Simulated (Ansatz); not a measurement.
Geometry optimisation, RKS PBE-D4/def2-SVP in Ansatz 0.2.0.

Input file:

```yaml
crystal:
  periodic: [false, false, false]
  atoms:
    - { symbol: C, position_ang: [-0.3466, 2.2492, 0.436] }
    - { symbol: S, position_ang: [0.7287, 0.8857, 0.682] }
    - { symbol: C, position_ang: [-0.3245, -0.2903, -0.2643] }
    - { symbol: Sn, position_ang: [0.736, -2.1996, -0.2427] }
    - { symbol: H, position_ang: [0.0263, 3.1841, 0.9063] }
    - { symbol: H, position_ang: [-1.3902, 2.087, 0.8613] }
    - { symbol: H, position_ang: [-0.4742, 2.5063, -0.6566] }
    - { symbol: H, position_ang: [-0.3644, 0.0641, -1.3082] }
    - { symbol: H, position_ang: [-1.2879, -0.3689, 0.2636] }
    - { symbol: H, position_ang: [2.2423, -2.0733, -0.9607] }
    - { symbol: H, position_ang: [0.8298, -2.756, 1.4356] }
    - { symbol: H, position_ang: [-0.2983, -3.3434, -1.1183] }
basis:
  gaussian: { orbitals: def2-SVP }
hamiltonian:
  xc: pbe
  dispersion: d4
relax:
  f_tol: 0.02
  max_steps: 50
```

Run as:

```bash
$ ansatz run input.yaml --threads 2 --pin off --max-ram 3072MiB --backend cpu --events-out ev --progress --plain --runs-dir out
```

Question: Where does it end, and by what steps?

Answer: It converged. After 6 steps the energy has fallen by 0.218 eV; H7 moved furthest, 0.15 Å.

| step | energy less start (eV) | largest force component (eV/Å) | accepted |
| --- | --- | --- | --- |
| 0 | 0.0000 | 1.673 | yes |
| 1 | -0.1122 | 1.072 | yes |
| 2 | -0.1966 | 0.594 | yes |
| 3 | -0.2132 | 0.331 | yes |
| 4 | -0.2134 | 0.326 | yes |
| 5 | -0.2178 | 0.029 | yes |
| 6 | -0.2179 | 0.016 | yes |

```xyz
12
Properties=species:S:1:pos:R:3
C -0.386 2.372 0.441
S 0.658 0.895 0.650
C -0.309 -0.329 -0.271
Sn 0.717 -2.260 -0.216
H 0.117 3.202 0.975
H -1.393 2.223 0.885
H -0.490 2.648 -0.628
H -0.428 -0.039 -1.337
H -1.318 -0.473 0.172
H 2.271 -2.110 -0.951
H 0.881 -2.788 1.419
H -0.243 -3.394 -1.103
```

The run took 10 s on 2 threads of AMD EPYC 9R14 (Zen 4), on a shared host, peak memory 0.19 GiB.
